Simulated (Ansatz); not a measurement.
Abridged output of a molecular run in Ansatz:

```
Functional definition: HF
1232 factors; integrals over basis functions are off by at most 1.5e-3 eV
mean field evaluation 1: about -20806.6860 eV, gradient 3.6e1 eV
mean field evaluation 2: about -20806.7007 eV, gradient 3.6e1 eV
mean field evaluation 4: about -20809.9644 eV, gradient 4.1e0 eV
mean field evaluation 8: about -20810.0237 eV, gradient 7.6e-4 eV
mean field -20810.02373985 eV, -764.7542668987 hartree, gradient 8.1e-6 eV, S^2 0.000000; 0 other end points of the search recorded, 0 dependent functions left out
12 core orbitals not correlated: weight in the atoms' cores, before any rotation towards them, 1.000 or more for the frozen orbitals, at most 0.000 for the correlated occupied ones
reference -20810.02373985 eV, -764.7542668987 hartree; 20, 20 occupied and 84, 84 virtual orbitals, 1232 factors
second order -18.93552547 eV of doubles, -0.00000000 eV of singles
cycle   1  -19.70189187 eV  change   -7.7e-1 eV  update   1.3e-1
cycle   2  -20.25172933 eV  change   -5.5e-1 eV  update   4.2e-2
cycle   3  -20.43222354 eV  change   -1.8e-1 eV  update   2.8e-2
cycle   4  -20.43348187 eV  change   -1.3e-3 eV  update   9.2e-3
cycle   5  -20.42616910 eV  change    7.3e-3 eV  update   5.0e-3
cycle   6  -20.42702921 eV  change   -8.6e-4 eV  update   2.0e-3
cycle   7  -20.42644758 eV  change    5.8e-4 eV  update   6.9e-4
cycle   8  -20.42639333 eV  change    5.4e-5 eV  update   2.3e-4
cycle   9  -20.42647798 eV  change   -8.5e-5 eV  update   1.1e-4
cycle  10  -20.42645769 eV  change    2.0e-5 eV  update   4.9e-5
perturbative correction -0.64430370 eV, -0.0236777243 hartree
Total energy: -20831.09450124 eV, -765.5286030977 hartree
```

Its atoms:

Z-matrix (Å, degrees):
```
C
O 1 1.400
H 1 1.097 2 113.0
H 1 1.096 2 109.4 3 120.1
H 1 1.097 2 110.8 3 -121.3
Sn 2 1.976 1 132.2 3 5.5
S 6 2.441 2 101.7 1 31.7
C 7 1.816 6 107.9 2 21.7
H 8 1.089 7 110.4 6 -103.8
H 8 1.088 7 111.6 6 18.1
H 8 1.090 7 107.3 6 137.4
```

Problem. Which basis set was used?
A. def2-SVP
B. def2-QZVPP
C. def2-SVPD
D. cc-pV(Q+d)Z

Solution. A. It gives 116 functions.

Problem. Write the keys of the input that set method, charge and spin (a neutral closed shell needs none for the last two).

Solution. 
```yaml
correlation: {method: ccsd_t}
```
